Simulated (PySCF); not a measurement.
**Correlation energy of Ga⁻ (gallium, charge -1)**

[Ar] 3d10 4s2 4p2, high-spin 3P determinant. Computed with PySCF 2.14 in def2-TZVPPD, with no relativity, point nucleus. Frozen: [Ne]; 22 electrons correlated.

```
  level  correlation energy (mhartree)
   CCSD                        -316.71
    (T)                         -10.72
CCSD(T)                        -327.43
```

Diagnostics: T1 = 0.012, D1 = 0.0450, largest double amplitude 0.087.

Problem. Is a single reference adequate?

Solution. Mostly. T1 lies below 0.03, but a double amplitude of this size points to a near-degeneracy that CCSD handles and MP2 describes poorly.

This basis was not built for core-valence correlation, so the inner-shell part is incomplete.
